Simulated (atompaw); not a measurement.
PBEsol PAW (atompaw) dataset for Zn (Z = 30), scalar-relativistic all-electron reference.

```
Element                 : zinc
Generator               : atompaw 4.2.0.5
Type                    : PAW
Functional              : PBEsol
Relativity              : scalar-relativistic
Frozen core             : [Ne] 3s2
Valence charge          : 18
Reference configuration : 3p6 3d10 4s1 4p0 (charge +1)
Partial waves           : 4s (bound): rc 2.10 bohr; 4s channel at 2.7 Ry: rc 2.10 bohr; 3p (bound): rc 0.75 bohr; 4p (bound, empty): rc 2.10 bohr; 3d (bound): rc 1.20 bohr; 3d channel at -0.9 Ry: rc 1.20 bohr
Local potential         : bessel scheme, radius 1.90 bohr
Core correction         : smooth core density matched at 1.70 bohr
Augmentation charge     : besselshape compensation charge, radius 2.10 bohr; PAW radius 2.10 bohr; waves and projectors: custom rrkj gramschmidtortho
```

All-electron outer shells of the reference configuration (PBEsol, scalar-relativistic, ld1.x):

| shell | level (eV) | outermost node (bohr) | outermost maximum (bohr) |
| --- | --- | --- | --- |
| 3s | -138.59 | 0.28 | 0.59 |
| 3p | -92.94 | 0.25 | 0.59 |
| 3d | -19.79 | – | 0.57 |
| 4s | -13.99 | 0.84 | 1.99 |
| 4p | -7.71 | 0.92 | 2.52 |

What the tests gave:

```json
{
  "Cutoffs needed": "160 Ry and 260 Ry (the cutoffs (Ry, on a coarse ladder) from which the occupation-weighted sum of valence levels, in a spherical-Bessel basis at the reference potential, stays within 10 and 1 mRy of its value at 400 Ry)",
  "Ghost test": "no extra level below or beside the all-electron valence levels (s, p, d, f tested) (spherical-Bessel basis up to 400 Ry, 20 bohr box)",
  "Lowest eigenvalue of the overlap operator": "0.57 (s channel)",
  "Overlap eigenvalues printed by atompaw (projector basis)": "0.0882, 0.154, 0.639, 1.57, 9.09, 18.9",
  "Share of each valence orbital outside the PAW sphere": "4s 58 %, 3p 0 %, 4p 80 %, 3d 3 %"
}
```

Generation and tests took about 5.7 s on one core of a shared server CPU.
